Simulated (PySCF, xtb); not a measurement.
H7NO2Si2, SMILES N[Si@H](O)O[SiH3].

GFN2-xTB run with xtb at its own geometry gives an orbital gap of 5.83 eV and a dipole moment of 1.80 D.

The structure is a stationary point at PBE0-D3(BJ)/def2-SVP. The structure was generated by enumeration; whether it is a known compound was not checked. Other conformers were not sampled.

**Question.** What does PySCF with r2SCAN/def2-TZVP give? (An estimate is asked for; the answer gives what the named calculation found.)

**Answer.** gap 6.73 eV (levels -6.72 and 0.01 eV), dipole 2.26 D.
